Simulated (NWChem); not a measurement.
Species: SiH2I cation

```xyz
4

Si     0.0000     0.0000     1.7562
I      0.0000     0.0000    -0.5576
H      0.0000     1.2893     2.4830
H      0.0000    -1.2893     2.4830
```
Atoms are numbered in this order, from 1.

All runs: NWChem. The geometry was optimised at PBE0/def2-SVP. def2 effective core potentials on I; no spin-orbit coupling. Vertical excitations in the gas phase; the lowest state need not have the same character in each row.

Question: Order these by “lowest excitation, singlet (eV)”, lowest first: PBE/def2-SVP, full TDDFT; B3LYP/def2-SVP, full TDDFT; CAM-B3LYP/def2-SVP, full TDDFT; Hartree-Fock/def2-SVP, TDHF.

Answer: PBE/def2-SVP, full TDDFT (2.79), B3LYP/def2-SVP, full TDDFT (3.03), CAM-B3LYP/def2-SVP, full TDDFT (3.27), Hartree-Fock/def2-SVP, TDHF (4.29)
